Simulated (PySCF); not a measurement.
InF2I, SMILES [F][In]([F])[I]. The structure is a stationary point at r2SCAN-D4/def2-SVP. The def2 effective core potentials stand for the cores of I, In; spin–orbit coupling is left out.

The numbers are results of r2SCAN-D4/def2-SVP (PySCF), not measurements.

Harmonic wavenumbers (cm⁻¹): 82, 116, 126, 213, 612, 632. Rotational constants (GHz): 4.998, 0.8256, 0.7086; symmetry number 2.

Question: Work out the zero-point energy and the ideal-gas rigid-rotor harmonic-oscillator thermochemistry at 298.15 K and 1 atm.

Answer: ZPE = ½ Σ hcν = ½ × 1781 cm⁻¹ = 2.55 kcal/mol. H − E(el) = 6.80 kcal/mol. Entropy in cal/(mol K): translation 42.78, rotation 27.71, vibration 12.87, total 83.36. G − E(el) = -18.06 kcal/mol. Cp = 17.56 cal/(mol K). Modes under 150 cm⁻¹ make the vibrational entropy uncertain.
